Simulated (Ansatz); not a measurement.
# Predicting a hybrid from its neighbours: BeH2

The species is BeH2 (3 atoms), meant as a singlet with charge 0. As SMILES, `[H][Be][H]`. The shape comes from GFN2-xTB, which is rough for such elements, and wasn't checked as a minimum.

The vertical energy of the triplet above the singlet y, in eV, basis cc-pVDZ; a is the functional's share of exact exchange. Programs: Ansatz 0.2.0.

| functional | program | a | y (eV) |
| --- | --- | --- | --- |
| BLYP | Ansatz | 0 | 5.72 |
| PBE | Ansatz | 0 | 5.59 |
| B3LYP | Ansatz | 0.2 | 5.96 |
| PBE0 | Ansatz | 0.25 | ? |
| r2SCAN0 | Ansatz | 0.25 | 5.87 |
| BHLYP | Ansatz | 0.5 | 6.24 |

Q: Fit y = c + s·a to the known rows and predict PBE0.

A: 
1. Means of the 5 rows: a = 0.1900, y = 5.876.
2. Σ(Δa)² = 0.172, Σ(Δa·Δy) = 0.1973, so the slope is 0.1973/0.172 = 1.1471.
3. Intercept: 5.876 − (1.1471) × 0.1900 = 5.658. The largest residual of the fit is 0.075.
4. PBE0: 5.658 + (1.1471) × 0.25 = 5.94 eV.

The run gave 5.86 eV, so the prediction is off by +0.08 eV, about the largest residual. The rows mix families of semi-local functionals, which the line can't see.
